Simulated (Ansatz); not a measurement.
Frontier orbitals of CH$_{11}$GeNSi$_{2}$ (`C[N]([GeH3])[SiH2][SiH3]`).

Charge 0, multiplicity 1. Correlated methods include outer-core shells of Ge, which these sets cover unevenly. Scalar relativity is left out up to krypton. All single points use the PBE0-D4/def2-TZVP geometry. It is one conformer, not always the lowest. Basis def2-TZVPP, Ansatz 0.2.0.

Orbital energies of one run (eV). Highest occupied ones, from the top: -8.21, -9.41, -10.69, -10.81, -10.90, -11.19, -11.47, -11.58, -13.30, -13.69, -13.91, -15.42, -17.08, -17.73. Empty: 0.83, 1.61, 1.72, 1.77, 2.03, 2.21.

(1) Which functional gave them?
A. CAM-B3LYP
B. BLYP
C. r2SCAN0
D. PBE0

Answers

(1) A. HOMO energies: CAM-B3LYP -8.21, r2SCAN0 -7.05, BLYP -5.47, PBE0 -6.87 eV.
